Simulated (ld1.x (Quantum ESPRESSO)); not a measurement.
**thulium (Tm): excitation energies, all-electron against TM**

- Element: Tm
- Generator: ld1.x (Quantum ESPRESSO) 7.5
- Type: norm-conserving Troullier–Martins (Kleinman–Bylander form)
- Functional: PW91
- Relativity: fully relativistic
- Frozen core: [Xe] 4f12
- Valence charge: 3
- Reference configuration: 5d1 6s2 6p0
- Partial waves: 6s (bound): rc 2.45 bohr; 6p (bound, empty): rc 3.35 bohr; 5d (bound): rc 2.20 bohr
- Local potential: all-electron potential smoothed inside 2.10 bohr (lloc = -1)
- Core correction: a·sin(br)/r model core inside 1.50 bohr

Open shells are filled in proportion to 2j + 1 (rel_dist='average').

Energies are relative to the spin-unpolarised reference configuration 5d1 6s2 6p0; without spin polarisation the order of configurations can differ from experiment. Not all tests gave a result: 1 of 7 tests not solved or not reliable. Left out of the table: 5d1 6s0 6p1 (solver errors, printed error -2.3 eV).

```
valence configuration  charge  ΔE all-electron (eV)  error AE − PS (meV)
          5d1 6s1 6p0      +1                 7.197                 -6.2
          5d1 6s0 6p0      +2                20.153                  -55
        5d1 6s1.5 6p0    +0.5                 2.917                 -1.1
          5d0 6s2 6p0      +1                 5.561                 -101
          5d2 6s0 6p0      +1                 9.276                  -58
```

Problem. What are ΔE and the potential's error for 5d1.5 6s1.5 6p0?

Solution. ΔE = 1.288 eV all-electron; the error (AE − PS) is -9.2 meV.

Levels in the configuration 5d1 6s1 6p0:

```
   level  all-electron (eV)  pseudo (eV)
5d j=3/2             -8.324       -8.345
5d j=5/2             -7.950       -7.971
6s j=1/2             -9.977       -9.995
```

Note: ghost states, extra bound levels that the all-electron valence spectrum of the same l lacks: s at -35.1 eV, p3/2 at -6.0 eV, p1/2 at -1.73 eV. A true bound ghost makes a file unfit for plane-wave use.
